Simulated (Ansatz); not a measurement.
Ansatz results at the PBE0-D4/def2-TZVP geometry: size of the dipole moment (B3LYP/def2-TZVPP) 0.76 D; HOMO–LUMO gap (B3LYP/def2-TZVPP) 4.05 eV; HOMO–LUMO gap (PBE0/def2-TZVPP) 4.49 eV.

Each molecule was computed in one conformer, which needn't be the lowest.

Q: Which molecule gave them?
A. `C[SiH](S)CS`
B. `O=[CH][AlH][F]`
C. `N[SiH]1BN1`
D. `F[CH]1[O][AlH]1`

A: B. The others give `N[SiH]1BN1`: 1.97, 5.98, 6.38; `F[CH]1[O][AlH]1`: 3.39, 4.68, 5.09; `C[SiH](S)CS`: 0.49, 6.46, 6.97.

B3LYP here is the variant with VWN-RPA as its local correlation; programs differ in this.
